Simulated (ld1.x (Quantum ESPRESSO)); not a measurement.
## Building the TM potential for Rh (PBE, fully relativistic).

The input file (ld1.x (Quantum ESPRESSO) 7.5):

```
&input
   title='Rh', zed=45., rel=2, dft='PBE', iswitch=3,
   config='[Kr] 4d9 5s0 5p0', rel_dist='average',
   nld=5, rlderiv=3.05, eminld=-5.0, emaxld=5.0, deld=0.02
 /
 &inputp
   pseudotype=2, tm=.true., lloc=-1, rcloc=2.50,
   nlcc=.true., new_core_ps=.true.,
   file_pseudopw='Rh.UPF', file_wfcaegen='ae.wfc', file_wfcncgen='nc.wfc', file_beta='beta', file_chi='chi'
 /
3
5S  1  0   0.00   0.00  2.80  2.80  0.0
4P  2  1   6.00   0.00  1.45  1.45  0.0
4D  3  2   9.00   0.00  1.55  1.55  0.0
 &test
   configts(1)='4p6 4d9 5s0 5p0'
 /
```

Command:

```bash
ld1.x < Rh.in > Rh.out
```

The program printed (shortened: banner, matrices, multipoles, cross overlaps and the repeated all-electron block are left out):

```
Program LD1 v.7.5
     --------------------------- All-electron run ----------------------------

     Rh
     dirac relativistic calculation

     atomic number is 45.00
     dft =PBE   lsd =0 sic =0 latt =0  beta=0.20 tr2=1.0E-14
     Exchange-correlation= PBE
                           (   1   4   3   4   0   0   0)
     mesh =1233 r(mesh) =  98.82371 a.u. xmin = -7.00 dx = 0.01250
     1 Ry =  13.60569312 eV, c = 137.03599908

     n l j   nl                  e(Ry)          e(Ha)          e(eV)
     Spin orbit split results
     1 0 0.5 1S 1( 2.00)     -1692.1825      -846.0912    -23023.3151
     2 0 0.5 2S 1( 2.00)      -245.0604      -122.5302     -3334.2165
     2 1 0.5 2P 1( 2.00)      -226.8715      -113.4357     -3086.7439
     2 1 1.5 2P 1( 4.00)      -216.2419      -108.1210     -2942.1210
     3 0 0.5 3S 1( 2.00)       -43.5995       -21.7998      -593.2016
     3 1 0.5 3P 1( 2.00)       -36.4813       -18.2407      -496.3538
     3 1 1.5 3P 1( 4.00)       -34.6528       -17.3264      -471.4750
     4 0 0.5 4S 1( 2.00)        -5.8335        -2.9167       -79.3682
     4 1 0.5 4P 1( 2.00)        -3.6812        -1.8406       -50.0848
     4 1 1.5 4P 1( 4.00)        -3.3973        -1.6987       -46.2229
     3 2 1.5 3D 1( 4.00)       -22.0537       -11.0268      -300.0556
     3 2 2.5 3D 1( 6.00)       -21.6931       -10.8465      -295.1496
     4 2 1.5 4D 1( 3.60)        -0.2804        -0.1402        -3.8157
     4 2 2.5 4D 1( 5.40)        -0.2540        -0.1270        -3.4555
     5 0 0.5 5S 1( 0.00)        -0.2471        -0.1235        -3.3618
     5 1 0.5 5P 1( 0.00)        -0.0340        -0.0170        -0.4630
     5 1 1.5 5P 1( 0.00)        -0.0289        -0.0144        -0.3931
     Averaged results
     1 0     1S 1( 2.00)     -1692.1825      -846.0912    -23023.3151
     2 0     2S 1( 2.00)      -245.0604      -122.5302     -3334.2165
     2 1     2P 1( 6.00)      -219.7851      -109.8925     -2990.3286
     3 0     3S 1( 2.00)       -43.5995       -21.7998      -593.2016
     3 1     3P 1( 6.00)       -35.2623       -17.6311      -479.7679
     4 0     4S 1( 2.00)        -5.8335        -2.9167       -79.3682
     4 1     4P 1( 6.00)        -3.4919        -1.7460       -47.5102
     3 2     3D 1(10.00)       -21.8373       -10.9187      -297.1120
     4 2     4D 1( 9.00)        -0.2646        -0.1323        -3.5996
     5 0     5S 1( 0.00)        -0.2471        -0.1235        -3.3618
     5 1     5P 1( 0.00)        -0.0306        -0.0153        -0.4164

     final scf error:  3.0E-15 reached in  28 iterations

     Etot =   -9570.125586 Ry,   -4785.062793 Ha, -130208.191875 eV

     Ekin =    9977.282690 Ry,    4988.641345 Ha,  135747.846486 eV
     Encl =  -23178.748145 Ry,  -11589.374073 Ha, -315362.934243 eV
     Eh   =    3909.264898 Ry,    1954.632449 Ha,   53188.258545 eV
     Exc  =    -277.925030 Ry,    -138.962515 Ha,   -3781.362663 eV

     normalization and overlap integrals

     s(1S/1S) =  1.000000  <r> =   0.0326  <r2> =    0.0014  r(max) =   0.0211
     s(2S/2S) =  1.000000  <r> =   0.1416  <r2> =    0.0237  r(max) =   0.1201
     s(2P/2P) =  1.000000  <r> =   0.1203  <r2> =    0.0178  r(max) =   0.0936
     s(2P/2P) =  1.000000  <r> =   0.1252  <r2> =    0.0191  r(max) =   0.0971
     s(3S/3S) =  1.000000  <r> =   0.3904  <r2> =    0.1746  r(max) =   0.3520
     s(3P/3P) =  1.000000  <r> =   0.3830  <r2> =    0.1708  r(max) =   0.3390
     s(3P/3P) =  1.000000  <r> =   0.3938  <r2> =    0.1802  r(max) =   0.3476
     s(4S/4S) =  1.000000  <r> =   0.9826  <r2> =    1.0955  r(max) =   0.8877
     s(4P/4P) =  1.000000  <r> =   1.0655  <r2> =    1.3041  r(max) =   0.9332
     s(4P/4P) =  1.000000  <r> =   1.0975  <r2> =    1.3847  r(max) =   0.9568
     s(3D/3D) =  1.000000  <r> =   0.3683  <r2> =    0.1623  r(max) =   0.2918
     s(3D/3D) =  1.000000  <r> =   0.3718  <r2> =    0.1652  r(max) =   0.2918
     s(4D/4D) =  1.000000  <r> =   1.6741  <r2> =    3.6079  r(max) =   1.1541
     s(4D/4D) =  1.000000  <r> =   1.7125  <r2> =    3.7981  r(max) =   1.1686
     s(5S/5S) =  1.000000  <r> =   3.5188  <r2> =   14.5172  r(max) =   2.7686
     s(5P/5P) =  1.000000  <r> =   6.0223  <r2> =   44.9798  r(max) =   4.3420
     s(5P/5P) =  1.000000  <r> =   6.3292  <r2> =   49.8355  r(max) =   4.5646

     ------------------------ End of All-electron run ------------------------

     --------------------- Generating NC pseudopotential ---------------------

      Generating local potential from pseudized AE potential:
      Matching radius rcloc =   2.5000

      Local pseudo, rcloc= 2.505 Estimated cut-off energy=     4.00 Ry

      Computing core charge for nlcc:

       r > 0.67 : true rho core
      Core charge pseudized with two Bessel functions
      Integrated core pseudo-charge :  15.74

     Fully relativistic calculation: |psi|^2

     Wfc 5S LC norm =  0.99997124 SC norm =  0.00002703 missing  0.00000173

     Wfc 4P LC norm =  0.99967932 SC norm =  0.00032068 missing  0.00000000

     Wfc 4P LC norm =  0.99969515 SC norm =  0.00030483 missing  0.00000001

     Wfc 4D LC norm =  0.99984653 SC norm =  0.00015346 missing  0.00000001

     Wfc 4D LC norm =  0.99985154 SC norm =  0.00014734 missing  0.00000113

      Wfc   5S  rcut= 2.769  Using Troullier-Martins method

      Wfc   4P  rcut= 1.445  Using Troullier-Martins method

      Wfc   4P  rcut= 1.445  Using Troullier-Martins method

      Wfc   4D  rcut= 1.558  Using Troullier-Martins method

      Wfc   4D  rcut= 1.558  Using Troullier-Martins method

     ------------------- End of pseudopotential generation -------------------

     Computing logarithmic derivative in   3.04076
     Computing logarithmic derivative in   3.04076
     Computing the partial wave expansion
     R is outside the sphere for l=    0 j= 0.50
     R is outside the sphere for l=    1 j= 0.50
     R is outside the sphere for l=    1 j= 1.50
     R is outside the sphere for l=    2 j= 1.50
     R is outside the sphere for l=    2 j= 2.50

     ---------------------- Testing the pseudopotential ----------------------

     Rh
     dirac relativistic calculation

     atomic number is 45.00   valence charge is 15.00
     dft =PBE   lsd =0 sic =0 latt =0  beta=0.20 tr2=1.0E-14
     mesh =1233 r(mesh) =  98.82371 xmin = -7.00 dx = 0.01250

     n l  j  nl             e AE (Ry)       e PS (Ry)    De AE-PS (Ry)
     2 1 0.5 4P   1( 2.00)       -3.68116       -3.68117        0.00000
     2 1 1.5 4P   1( 4.00)       -3.39732       -3.39735        0.00002
     3 2 1.5 4D   1( 3.60)       -0.28045       -0.28043       -0.00002
     3 2 2.5 4D   1( 5.40)       -0.25398       -0.25399        0.00001
     1 0 0.5 5S   1( 0.00)       -0.24709       -0.24709        0.00000
     3 1 0.5 5P   1( 0.00)       -0.03403       -0.02707       -0.00697  !
     3 1 1.5 5P   1( 0.00)       -0.02889       -0.02359       -0.00531  !

     eps = 2.9E-15  iter = 11

     Etot =   -9570.125586 Ry,   -4785.062793 Ha, -130208.191875 eV
     Etotps =  -220.832179 Ry,    -110.416090 Ha,   -3004.574866 eV

     Ekin =      73.670397 Ry,      36.835199 Ha,    1002.336815 eV
     Encl =    -305.055486 Ry,    -152.527743 Ha,   -4150.491325 eV
     Ehrt =     143.980854 Ry,      71.990427 Ha,    1958.959309 eV
     Ecxc =     -80.572868 Ry,     -40.286434 Ha,   -1096.249714 eV
     (Ecc =     -57.815566 Ry,     -28.907783 Ha,    -786.620854 eV)
     Epseu=     -52.855077 Ry,     -26.427538 Ha,    -719.129951 eV

     ---------------------- End of pseudopotential test ----------------------
```

Generation and configuration tests took about 2.4 s on one core of a shared server CPU.

Transferability test of the new file with ld1.x, input:

```
&input
   title='Rh', zed=45., rel=2, dft='PBE', iswitch=2,
   config='[Kr] 4d9 5s0 5p0', rel_dist='average'
 /
 &test
   file_pseudo='Rh.UPF', nconf=8,
   configts(1)='4p6 4d9 5s0 5p0',
   configts(2)='4p6 4d8 5s1 5p0',
   configts(3)='4p6 4d8 5s0 5p0',
   configts(4)='4p6 4d7 5s0 5p0',
   configts(5)='4p6 4d8 5s0 5p1',
   configts(6)='4p6 4d8.5 5s0.5 5p0',
   configts(7)='4p6 4d5 5s0 5p0',
   configts(8)='4p6 4d7 5s1 5p0'
 /
```

```bash
ld1.x < Rh.test.in > Rh.test.out
```

Pseudopotential blocks of its output, shortened (energy terms left out; the distinct warnings before each block abridged to one line each):

```
     ---------------------- Testing the pseudopotential ----------------------

     n l  j  nl             e AE (Ry)       e PS (Ry)    De AE-PS (Ry)
     2 1 0.5 4P   1( 2.00)       -3.68116       -3.68117        0.00000
     2 1 1.5 4P   1( 4.00)       -3.39732       -3.39735        0.00002
     3 2 1.5 4D   1( 3.60)       -0.28045       -0.28043       -0.00002
     3 2 2.5 4D   1( 5.40)       -0.25398       -0.25399        0.00001
     1 0 0.5 5S   1( 0.00)       -0.24709       -0.24709        0.00000
     3 1 0.5 5P   1( 0.00)       -0.03403       -0.02707       -0.00697  !
     3 1 1.5 5P   1( 0.00)       -0.02889       -0.02359       -0.00531  !

     eps = 2.3E-15  iter = 11

     Etot =   -9570.125586 Ry,   -4785.062793 Ha, -130208.191875 eV
     Etotps =  -220.832180 Ry,    -110.416090 Ha,   -3004.574869 eV

     ---------------------- End of pseudopotential test ----------------------

          Warning: n=2, l=1 expected 0 nodes, found 1
     ---------------------- Testing the pseudopotential ----------------------

     n l  j  nl             e AE (Ry)       e PS (Ry)    De AE-PS (Ry)
     2 1 0.5 4P   1( 2.00)       -3.90091       -3.90787        0.00696  !
     2 1 1.5 4P   1( 4.00)       -3.61457       -3.62101        0.00644  !
     3 2 1.5 4D   1( 3.20)       -0.45410       -0.45609        0.00199
     3 2 2.5 4D   1( 4.80)       -0.42531       -0.42720        0.00188
     1 0 0.5 5S   1( 1.00)       -0.31609       -0.31432       -0.00177
     3 1 0.5 5P   1( 0.00)       -0.06795       -0.05638       -0.01158  !
     3 1 1.5 5P   1( 0.00)       -0.06023       -0.05119       -0.00903  !

     eps = 4.4E-15  iter = 12

     Etot =   -9570.058621 Ry,   -4785.029310 Ha, -130207.280764 eV
     Etotps =  -220.763379 Ry,    -110.381690 Ha,   -3003.638791 eV
     dEtot_ae =       0.066965 Ry
     dEtot_ps =       0.068800 Ry,   Delta E=      -0.001835 Ry

     ---------------------- End of pseudopotential test ----------------------

          ---------------------- Testing the pseudopotential ----------------------

     n l  j  nl             e AE (Ry)       e PS (Ry)    De AE-PS (Ry)
     2 1 0.5 4P   1( 2.00)       -4.46803       -4.47307        0.00504  !
     2 1 1.5 4P   1( 4.00)       -4.18241       -4.18726        0.00485
     3 2 1.5 4D   1( 3.20)       -1.01616       -1.01887        0.00271
     3 2 2.5 4D   1( 4.80)       -0.98663       -0.98930        0.00266
     1 0 0.5 5S   1( 0.00)       -0.79229       -0.79328        0.00099
     3 1 0.5 5P   1( 0.00)       -0.46673       -0.44069       -0.02604  !
     3 1 1.5 5P   1( 0.00)       -0.45005       -0.42861       -0.02144  !

     eps = 6.9E-15  iter =  9

     Etot =   -9569.510169 Ry,   -4784.755085 Ha, -130199.818701 eV
     Etotps =  -220.215727 Ry,    -110.107863 Ha,   -2996.187602 eV
     dEtot_ae =       0.615417 Ry
     dEtot_ps =       0.616453 Ry,   Delta E=      -0.001036 Ry

     ---------------------- End of pseudopotential test ----------------------

          ---------------------- Testing the pseudopotential ----------------------

     n l  j  nl             e AE (Ry)       e PS (Ry)    De AE-PS (Ry)
     2 1 0.5 4P   1( 2.00)       -5.43300       -5.44845        0.01545  !
     2 1 1.5 4P   1( 4.00)       -5.14359       -5.15847        0.01488  !
     3 2 1.5 4D   1( 2.80)       -1.91145       -1.92047        0.00902  !
     3 2 2.5 4D   1( 4.20)       -1.87870       -1.88754        0.00884  !
     1 0 0.5 5S   1( 0.00)       -1.44581       -1.45796        0.01215  !
     3 1 0.5 5P   1( 0.00)       -1.03222       -0.98310       -0.04912  !
     3 1 1.5 5P   1( 0.00)       -1.00424       -0.96274       -0.04150  !

     eps = 4.0E-17  iter =  9

     Etot =   -9568.076162 Ry,   -4784.038081 Ha, -130180.308032 eV
     Etotps =  -218.776190 Ry,    -109.388095 Ha,   -2976.601703 eV
     dEtot_ae =       2.049425 Ry
     dEtot_ps =       2.055990 Ry,   Delta E=      -0.006565 Ry

     ---------------------- End of pseudopotential test ----------------------

          ---------------------- Testing the pseudopotential ----------------------

     n l  j  nl             e AE (Ry)       e PS (Ry)    De AE-PS (Ry)
     2 1 0.5 4P   1( 2.00)       -4.03021       -4.05281        0.02260  !
     2 1 1.5 4P   1( 4.00)       -3.74422       -3.76663        0.02241  !
     3 2 1.5 4D   1( 3.20)       -0.57937       -0.59878        0.01942  !
     3 2 2.5 4D   1( 4.80)       -0.55016       -0.56946        0.01931  !
     1 0 0.5 5S   1( 0.00)       -0.40199       -0.41357        0.01158  !
     3 1 0.5 5P   1( 0.33)       -0.13232       -0.12607       -0.00625  !
     3 1 1.5 5P   1( 0.67)       -0.12261       -0.11925       -0.00336

     eps = 5.4E-15  iter = 15

     Etot =   -9569.793999 Ry,   -4784.897000 Ha, -130203.680403 eV
     Etotps =  -220.486872 Ry,    -110.243436 Ha,   -2999.876713 eV
     dEtot_ae =       0.331587 Ry
     dEtot_ps =       0.345308 Ry,   Delta E=      -0.013721 Ry

     ---------------------- End of pseudopotential test ----------------------

          ---------------------- Testing the pseudopotential ----------------------

     n l  j  nl             e AE (Ry)       e PS (Ry)    De AE-PS (Ry)
     2 1 0.5 4P   1( 2.00)       -3.78566       -3.78904        0.00338
     2 1 1.5 4P   1( 4.00)       -3.50069       -3.50383        0.00314
     3 2 1.5 4D   1( 3.40)       -0.36297       -0.36391        0.00094
     3 2 2.5 4D   1( 5.10)       -0.33536       -0.33626        0.00090
     1 0 0.5 5S   1( 0.50)       -0.28052       -0.27961       -0.00091
     3 1 0.5 5P   1( 0.00)       -0.05082       -0.04181       -0.00902  !
     3 1 1.5 5P   1( 0.00)       -0.04452       -0.03755       -0.00697  !

     eps = 3.0E-15  iter = 13

     Etot =   -9570.105027 Ry,   -4785.052513 Ha, -130207.912150 eV
     Etotps =  -220.811179 Ry,    -110.405590 Ha,   -3004.289142 eV
     dEtot_ae =       0.020559 Ry
     dEtot_ps =       0.021001 Ry,   Delta E=      -0.000441 Ry

     ---------------------- End of pseudopotential test ----------------------

          Warning: n=1, l=0 expected 0 nodes, found 1
     ---------------------- Testing the pseudopotential ----------------------

     n l  j  nl             e AE (Ry)       e PS (Ry)    De AE-PS (Ry)
     2 1 0.5 4P   1( 2.00)       -7.72157       -7.76774        0.04617  !
     2 1 1.5 4P   1( 4.00)       -7.41929       -7.46385        0.04457  !
     3 2 1.5 4D   1( 2.00)       -4.03522       -4.06254        0.02732  !
     3 2 2.5 4D   1( 3.00)       -3.99567       -4.02247        0.02680  !
     1 0 0.5 5S   1( 0.00)       -2.98542       -3.25550        0.27008  !
     3 1 0.5 5P   1( 0.00)       -2.42358       -2.31290       -0.11068  !
     3 1 1.5 5P   1( 0.00)       -2.37264       -2.27645       -0.09619  !

     eps = 7.4E-15  iter =  8

     Etot =   -9562.237227 Ry,   -4781.118613 Ha, -130100.865277 eV
     Etotps =  -212.901728 Ry,    -106.450864 Ha,   -2896.675576 eV
     dEtot_ae =       7.888359 Ry
     dEtot_ps =       7.930452 Ry,   Delta E=      -0.042092 Ry

     ---------------------- End of pseudopotential test ----------------------

          ---------------------- Testing the pseudopotential ----------------------

     n l  j  nl             e AE (Ry)       e PS (Ry)    De AE-PS (Ry)
     2 1 0.5 4P   1( 2.00)       -4.75336       -4.75778        0.00442
     2 1 1.5 4P   1( 4.00)       -4.46390       -4.46764        0.00374
     3 2 1.5 4D   1( 2.80)       -1.24588       -1.24397       -0.00191
     3 2 2.5 4D   1( 4.20)       -1.21402       -1.21197       -0.00205
     1 0 0.5 5S   1( 1.00)       -0.89104       -0.88941       -0.00164
     3 1 0.5 5P   1( 0.00)       -0.53655       -0.50080       -0.03575  !
     3 1 1.5 5P   1( 0.00)       -0.51688       -0.48694       -0.02995  !

     eps = 5.8E-15  iter = 12

     Etot =   -9569.240746 Ry,   -4784.620373 Ha, -130196.153014 eV
     Etotps =  -219.944591 Ry,    -109.972295 Ha,   -2992.498608 eV
     dEtot_ae =       0.884840 Ry
     dEtot_ps =       0.887589 Ry,   Delta E=      -0.002749 Ry

     ---------------------- End of pseudopotential test ----------------------
```
